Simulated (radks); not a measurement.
The numbers below are computed, except where a source is named.
Effect of the nuclear size on neutral argon, [Ar]. Level of theory: Dirac Kohn-Sham, PBE, spin-unpolarised, spherical densities, finite nucleus; Fermi nuclear charge, rms radius 3.4274 fm (a radial shooting solver on a logarithmic mesh with Libxc functionals). The rms radius is varied about that value; shifts are against it.

rms radius (fm)  total energy shift (eV)  density at nucleus (e/bohr^3)  1s1/2 shift (meV)  2s1/2 shift (meV)
2.8173                          -0.00604                           4355              -2.54             -0.193
3.2834                          -0.00153                           4341             -0.644             -0.049
3.4274                                 0                           4337              0.000              0.000
3.7324                           0.00345                           4329               1.45              0.110
4.2534                            0.0100                           4317               4.22              0.320

Slopes of the eigenvalues against <r^2> in GHz/fm^2, as finite differences over the two radii next to the reference (eigenvalue slopes, not the field-shift constants of lines): 1s1/2 161, 2s1/2 12.2.
